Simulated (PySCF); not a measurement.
## From computed data to an observable: chemical shift, span and skew from a shielding tensor

B(F)(Me)(SiH3) (CH₆BFSi), SMILES [SiH3]B(C)F. Atoms are numbered in the order given.

```xyz
10

B      0.3811    -0.2773     0.3119
F      1.6662    -0.3168    -0.0556
C     -0.0565    -1.0084     1.6199
H     -0.8595    -1.7338     1.3971
H     -0.5177    -0.2830     2.3145
H      0.7665    -1.5266     2.1358
Si    -0.8819     0.7649    -0.9189
H     -2.2909     0.7732    -0.4135
H     -0.8856     0.1636    -2.2916
H     -0.4284     2.1865    -1.0555
```
Charge 0, spin multiplicity 1.

Geometry: r2SCAN-D4/def2-SVP. A frequency run showed that this geometry is not a minimum.

GIAO shieldings from PBE0/pcSseg-1 run with PySCF, non-relativistic, no solvent. The symmetric part of the tensor of F2 has the principal values -93.5, -26.5, 471.1 ppm. The same nucleus in CFCl3 has σ = 167.2 ppm at this level (PySCF, at its B3LYP-D3(BJ)/def2-TZVP geometry).

Problem. Work out the isotropic shielding, the ¹⁹F shift against CFCl3, the span and the skew.

Solution. 
σ(iso) = (σ11 + σ22 + σ33)/3 = 117.0 ppm. δ = σ(ref) − σ(iso) = 167.2 − (117.0) = 50.2 ppm.
Span Ω = σ33 − σ11 = 564.6 ppm. Skew κ = 3(σ(iso) − σ22)/Ω = 0.76. Tumbling in solution averages the tensor to δ; in a static solid the shielding alone would spread this spin-1/2 line over Ω.
